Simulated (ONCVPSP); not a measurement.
Varying the ONCV potential for H (Z = 1)

Base potential:

| Item | Value |
| --- | --- |
| Element | hydrogen (H) |
| Generator | ONCVPSP 4.0.1 |
| Type | optimised norm-conserving Vanderbilt (ONCV) |
| Functional | LDA (Perdew-Zunger) |
| Relativity | scalar-relativistic |
| Frozen core | none |
| Valence charge | 1 |
| Reference configuration | 1s1 |
| Partial waves | 1s: rc 1.05 bohr, ncon 3, nbas 6, qcut 7.5 1/bohr, 3 projectors, debl 2.2 Ha; p scattering state at 0.26 Ha: rc 0.90 bohr, ncon 4, nbas 8, qcut 7.8 1/bohr, 2 projectors, debl 3.5 Ha |
| Local potential | polynomial inside 0.85 bohr (lpopt 5, dvloc0 4 Ha) |
| Core correction | none |

All-electron outer shells of the reference configuration (LDA (Perdew-Zunger), scalar-relativistic, ld1.x):

| shell | level (eV) | outermost node (bohr) | outermost maximum (bohr) |
| --- | --- | --- | --- |
| 1s | -6.36 | – | 1.05 |

Cutoffs, loose and tight: the cutoffs (Ha) at which the residual kinetic energy of the hardest occupied pseudo-wave falls to 1 and 0.1 mHa per electron. They do not see the model core or the augmentation charge, which bear on the density cutoff. Test errors are all-electron minus pseudo excitation energies from the reference, over the configurations 1s0.5. A dash means not determined; rows that change the core or the reference have their own tests.

```json
{"change": "base", "outcome": "generated", "cutoff, loose": "16 Ha", "cutoff, tight": "23 Ha", "bound ghosts": "none", "GHOST(+) flags above zero": "none"}
{"change": "functional PBE", "outcome": "generated", "cutoff, loose": "16 Ha", "cutoff, tight": "23 Ha", "bound ghosts": "none", "GHOST(+) flags above zero": "none"}
{"change": "s: ncon 4, nbas 7", "outcome": "generated", "cutoff, loose": "17 Ha", "cutoff, tight": "25 Ha", "bound ghosts": "none", "GHOST(+) flags above zero": "none"}
{"change": "p: qcut 9", "outcome": "generated", "cutoff, loose": "16 Ha", "cutoff, tight": "23 Ha", "bound ghosts": "none", "GHOST(+) flags above zero": "none"}
{"change": "s: qcut 6.6; p: qcut 6.9", "outcome": "generated", "cutoff, loose": "15 Ha", "cutoff, tight": "22 Ha", "bound ghosts": "none", "GHOST(+) flags above zero": "none"}
{"change": "s: qcut 5.8", "outcome": "generated", "cutoff, loose": "14 Ha", "cutoff, tight": "39 Ha", "bound ghosts": "none", "GHOST(+) flags above zero": "none"}
```
